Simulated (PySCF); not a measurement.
Energy of Nb⁺ (niobium, charge +1) between two integer charges

The 4d alpha orbital of [Kr] 4d4 is emptied in steps (occupation f), with all orbitals relaxed, ending at [Kr] 4d3. Calculation: PySCF 2.14, in def2-TZVPPD with the def2 core potential (28 electrons); scalar relativity through the core potential. The exact energy is a straight line in f; departures are measured from the line between the end points of the same method.

```csv
f,BHandHLYP (eV),wB97X (eV)
1,0.000,0.000
0.9,-0.169,-0.072
0.7,-0.400,-0.171
0.5,-0.482,-0.203
0.3,-0.409,-0.169
0.1,-0.177,-0.071
0,0.000,0.000
```

```tsv
method	E(f=0) − E(f=1) (eV)	−ε at f=1 (eV)	−ε at f=0.5 (eV)
BHandHLYP	13.892	12.027	13.867
wB97X	13.840	13.057	13.845
```

Orbital energy along the path (eV):

```csv
f,BHandHLYP,wB97X
1,-12.027,-13.057
0.9,-12.375,-13.189
0.7,-13.106,-13.509
0.5,-13.867,-13.845
0.3,-14.651,-14.176
0.1,-15.454,-14.475
0,-15.876,-14.621
```

Reference removal energy between the ground levels: 14.32 eV (semi-empirical (NIST evaluation); NIST Atomic Spectra Database, ionization energies). The calculation has no spin-orbit coupling. The determinant left behind need not be the lowest term of the ion.
